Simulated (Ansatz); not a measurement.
Relaxation of H3OSSn (6 atoms, charge -1, multiplicity 1), to a largest force component of 0.015 eV/Å in at most 40 steps.

All numbers below come from Ansatz 0.2.0, RKS PBE/def2-SVP.

```xyz
6
Properties=species:S:1:pos:R:3
O 0.224 -2.529 1.407
S 1.077 -1.630 0.529
Sn -0.112 0.440 -0.216
H 0.285 2.156 0.262
H -1.765 0.387 0.474
H -0.581 0.867 -1.926
```

**Question.** Where does it end, and by what steps?

**Answer.** It converged. Limits of this set-up: an anion without diffuse functions, the dipole of an ion depends on the origin. After 28 steps the energy has fallen by 0.157 eV; O1 moved furthest, 0.68 Å.

```json
{"step": "0", "energy less start (eV)": "0.0000", "largest force component (eV/Å)": "1.883", "accepted": "yes"}
{"step": "1", "energy less start (eV)": "0.0301", "largest force component (eV/Å)": "1.084", "accepted": "no"}
{"step": "2", "energy less start (eV)": "-0.1018", "largest force component (eV/Å)": "0.762", "accepted": "yes"}
{"step": "3", "energy less start (eV)": "-0.1247", "largest force component (eV/Å)": "0.275", "accepted": "yes"}
{"step": "4", "energy less start (eV)": "-0.1259", "largest force component (eV/Å)": "0.121", "accepted": "yes"}
{"step": "5", "energy less start (eV)": "-0.1279", "largest force component (eV/Å)": "0.075", "accepted": "yes"}
{"step": "6", "energy less start (eV)": "-0.1282", "largest force component (eV/Å)": "0.022", "accepted": "yes"}
{"step": "7", "energy less start (eV)": "-0.1283", "largest force component (eV/Å)": "0.023", "accepted": "yes"}
{"step": "8", "energy less start (eV)": "-0.1287", "largest force component (eV/Å)": "0.044", "accepted": "yes"}
{"step": "9", "energy less start (eV)": "-0.1289", "largest force component (eV/Å)": "0.066", "accepted": "yes"}
{"step": "10", "energy less start (eV)": "-0.1233", "largest force component (eV/Å)": "0.528", "accepted": "no"}
{"step": "11", "energy less start (eV)": "-0.1301", "largest force component (eV/Å)": "0.069", "accepted": "yes"}
{"step": "12", "energy less start (eV)": "-0.1282", "largest force component (eV/Å)": "0.472", "accepted": "no"}
{"step": "13", "energy less start (eV)": "-0.1319", "largest force component (eV/Å)": "0.101", "accepted": "yes"}
{"step": "14", "energy less start (eV)": "-0.1322", "largest force component (eV/Å)": "0.176", "accepted": "yes"}
{"step": "15", "energy less start (eV)": "-0.1381", "largest force component (eV/Å)": "0.066", "accepted": "yes"}
{"step": "16", "energy less start (eV)": "-0.1411", "largest force component (eV/Å)": "0.024", "accepted": "yes"}
{"step": "17", "energy less start (eV)": "-0.1425", "largest force component (eV/Å)": "0.110", "accepted": "yes"}
{"step": "18", "energy less start (eV)": "-0.1431", "largest force component (eV/Å)": "0.218", "accepted": "yes"}
{"step": "19", "energy less start (eV)": "-0.1343", "largest force component (eV/Å)": "0.969", "accepted": "no"}
{"step": "20", "energy less start (eV)": "-0.1474", "largest force component (eV/Å)": "0.184", "accepted": "yes"}
{"step": "21", "energy less start (eV)": "-0.1429", "largest force component (eV/Å)": "0.666", "accepted": "no"}
{"step": "22", "energy less start (eV)": "-0.1501", "largest force component (eV/Å)": "0.103", "accepted": "yes"}
{"step": "23", "energy less start (eV)": "-0.1524", "largest force component (eV/Å)": "0.088", "accepted": "yes"}
{"step": "24", "energy less start (eV)": "-0.1540", "largest force component (eV/Å)": "0.164", "accepted": "yes"}
{"step": "25", "energy less start (eV)": "-0.1512", "largest force component (eV/Å)": "0.510", "accepted": "no"}
{"step": "26", "energy less start (eV)": "-0.1560", "largest force component (eV/Å)": "0.071", "accepted": "yes"}
{"step": "27", "energy less start (eV)": "-0.1569", "largest force component (eV/Å)": "0.031", "accepted": "yes"}
{"step": "28", "energy less start (eV)": "-0.1570", "largest force component (eV/Å)": "0.006", "accepted": "yes"}
```

```xyz
6
Properties=species:S:1:pos:R:3
O 0.842 -2.414 1.654
S 0.741 -1.838 0.191
Sn -0.367 0.450 -0.140
H 0.313 1.984 0.502
H -2.099 0.764 0.213
H -0.303 0.743 -1.891
```

Whether the end is a true minimum wasn't checked by a vibrational analysis.

Time of the run: 49 s on 1 thread of Arm Neoverse V2, on a shared host, peak memory 0.14 GiB.
